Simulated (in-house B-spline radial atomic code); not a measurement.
## The sulfur ion S⁺: [Ne] 3s2 3p3

Method: non-relativistic RPBE, spin-polarised, spherical fractional occupations, point nucleus. Calculated with a radial B-spline atomic code at the basis-set limit.

Effective charges: Z_r = [3n² - l(l+1)]/(2<r>) from the radius, Z_e = n√(-2ε) from the energy, and Slater's rules. Values are occupation-weighted means over spin.

```csv
shell,electrons,ε (eV),<r> (bohr),Z_r,Z_e,Slater
1s,2,-2409.7,0.09726,15.42,13.31,15.70
2s,2,-221.89,0.4804,12.49,8.08,11.85
2p,6,-167.77,0.4427,11.29,7.02,11.85
3s,2,-26.931,1.645,8.21,4.22,5.80
3p,3,-17.922,1.873,6.67,3.44,5.80
```

The least bound orbital is 3p up at -17.92 eV, and it is also the most diffuse (<r> = 1.873 bohr).
